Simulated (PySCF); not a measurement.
## Ge²⁺: ionisation energy

Ge²⁺ [Ar] 3d10 4s2 (1S) → Ge³⁺ [Ar] 3d10 4s1 (2S), as a difference of total energies. Computed with PySCF 2.14 in def2-QZVPPD (12s7p5d4f1g, 95 functions), with the non-relativistic Hamiltonian (point nucleus). Correlated levels: valence: [Ar] 3d10 frozen. The calculations carry no spin-orbit coupling.

| method | ionisation energy (eV) |
| --- | --- |
| UHF | 31.719 |
| MP2 (valence) | 32.542 |
| SCS-MP2 (valence) | 32.707 |
| CCSD (valence) | 32.834 |

Problem. How much does correlation contribute at MP2 (valence)?

Solution. 32.542 − (31.719) = 0.823 eV, measured against UHF.

These non-relativistic numbers lack the scalar-relativistic shift.

Errors of the correlated levels include the incompleteness of this basis and the frozen core.

With two correlated electrons CCSD is exact in that space.

For comparison: 34.058 eV (measured; NIST Atomic Spectra Database, ionization energies).
